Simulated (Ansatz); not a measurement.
Stretching the Ga1–F2 bond in GaF (multiplicity 1 held). Energies count from the point at 1.800 Å.


Signs of static correlation in cc-pVDZ, with CASSCF(10,8), from Ansatz (a program for electronic structure) runs.

| R (Å) | T1 of restricted CCSD | ⟨S²⟩ of UHF | largest double amplitude of restricted CCSD | weight of the CASSCF reference in MRCISD | CASSCF natural occupations |
|---|---|---|---|---|---|
| 1.440 | 0.015 | 0.000 | 0.096 | 0.951 | 2.00 2.00 1.98 1.98 1.98 0.02 0.02 0.02 |
| 1.620 | 0.017 | 0.000 | 0.097 | 0.950 | 2.00 2.00 1.98 1.98 1.98 0.02 0.02 0.02 |
| 1.800 | 0.020 | 0.000 | 0.096 | 0.949 | 2.00 2.00 1.98 1.98 1.98 0.02 0.02 0.02 |
| 1.980 | 0.024 | 0.000 | 0.091 | 0.949 | 2.00 2.00 1.98 1.98 1.98 0.03 0.02 0.02 |
| 2.161 | 0.027 | 0.000 | 0.080 | 0.948 | 2.00 2.00 1.98 1.98 1.97 0.03 0.02 0.02 |
| 2.431 | 0.034 | 0.000 | 0.071 | 0.946 | 2.00 2.00 1.98 1.98 1.97 0.03 0.02 0.02 |
| 2.701 | 0.042 | 0.000 | 0.087 | 0.945 | 2.00 2.00 1.98 1.98 1.97 0.03 0.02 0.02 |
| 3.151 | 0.059 | 0.847 | 0.119 | 0.942 | 2.00 2.00 1.98 1.98 1.96 0.04 0.02 0.02 |
| 3.601 | (withheld) | 0.964 | (withheld) | 0.940 | 2.00 2.00 1.98 1.98 1.95 0.05 0.02 0.02 |
| 4.141 | 0.170 | 0.999 | 0.461 | 0.940 | 2.00 2.00 1.99 1.99 1.52 0.48 0.01 0.01 |
| 4.861 | 0.106 | 1.010 | 0.110 | 0.939 | 2.00 2.00 1.99 1.99 1.20 0.80 0.01 0.01 |
| 5.761 | 0.483 | 1.012 | 2.666 | 0.939 | 2.00 2.00 1.99 1.99 1.05 0.95 0.01 0.01 |
| 7.202 | 0.490 | 1.012 | 2.943 | 0.939 | 2.00 2.00 1.99 1.99 1.00 1.00 0.01 0.01 |

Some entries are withheld; supply them.


- 3.601, T1 of restricted CCSD: 0.092
- 3.601, largest double amplitude of restricted CCSD: 0.204

Doubts at one or more of the structures used: T1 above 0.05 (R-CCSD(T)/cc-pVDZ, U-CCSD(T)/cc-pVDZ); a restricted determinant that unrestricted orbitals would lower (R-CCSD(T)/cc-pVDZ); other coupled-cluster roots lie near (R-CCSD(T)/cc-pVDZ); a spin-contaminated determinant (U-CCSD(T)/cc-pVDZ); the program's own flag: other amplitudes (U-CCSD(T)/cc-pVDZ).
